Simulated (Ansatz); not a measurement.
Cartesian coordinates (Å):
```xyz
5

B     -1.5295    -0.1798     0.3406
B     -0.0435    -0.0051     0.0901
B      1.5358     0.1808    -0.1768
O      2.7127     0.3189    -0.3757
H     -2.6755    -0.3148     0.5339
```
Charge +1, spin multiplicity 2.

All values below come from frozen-core CCSD(T)/cc-pVTZ // CAM-B3LYP-D3(BJ)/def2-TZVP (Ansatz, an electronic-structure program). The geometry is that of the parent before the electron was removed.

```yaml
HF energy: -149.16573 Ha
MP2 correlation energy: -0.44506 Ha
```

Estimate the CCSD correlation energy, the (T) correction, the total energy and the T1 diagnostic.


```json
{
 "CCSD correlation energy": "-0.46606 Ha",
 "(T) correction": "-0.02245 Ha",
 "CCSD(T) total energy": "-149.65424 Ha",
 "T1 diagnostic": "0.028"
}
```
